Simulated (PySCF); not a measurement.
Theory: delta-SCF UKS SCAN, pcX-2 on the ionised atom, pcseg-1 elsewhere, spin-free X2C (PySCF). Geometries: PBE0-D3(BJ)/def2-SVP; isolated species, one conformer each. Values against the vacuum level.

Question: Order these sites by rising C 1s binding energy.
A. C6 in `[OH:1][CH2:2][PH:3][c:4]1[cH:5][cH:6][cH:7][o:8]1`
B. C3 in `[CH3:1][CH2:2]/[CH:3]=[C:4](/[F:5])[C:6](=[O:7])[Cl:8]`
C. C1 in `[CH3:1][O:2][P:3]1(=[O:4])[O:5][CH2:6][CH2:7][O:8]1`
D. C3 in `[CH3:1][C:2]#[C:3][SiH2:4][B:5]([F:6])[F:7]`
E. C3 in `[SiH3:1][CH2:2][C@H:3]1[CH:4]=[N:5]1`

Answer: D (289.76 eV), A (290.63 eV), B (291.33 eV), E (291.82 eV), C (292.72 eV).

From the lowest up, the atoms are bonded to: C (triple bond) and Si (289.76); 2 C (aromatic in the SMILES) and H (290.63); C (double bond), C and H (291.33); N, 2 C and H (291.82); O and 3 H (292.72).

Question: Order these sites by rising O 1s binding energy.
A. O2 in `[CH3:1][O:2][P:3]1(=[O:4])[O:5][CH2:6][CH2:7][O:8]1`
B. Oxygen in `CC/C=C(/F)C(=O)Cl`
C. O8 in `[OH:1][CH2:2][PH:3][c:4]1[cH:5][cH:6][cH:7][o:8]1`

Answer: B (538.33 eV), A (539.16 eV), C (540.00 eV).

From the lowest up, the atoms are bonded to: C (double bond) (538.33); C and P (539.16); 2 C (aromatic in the SMILES) (540.00).
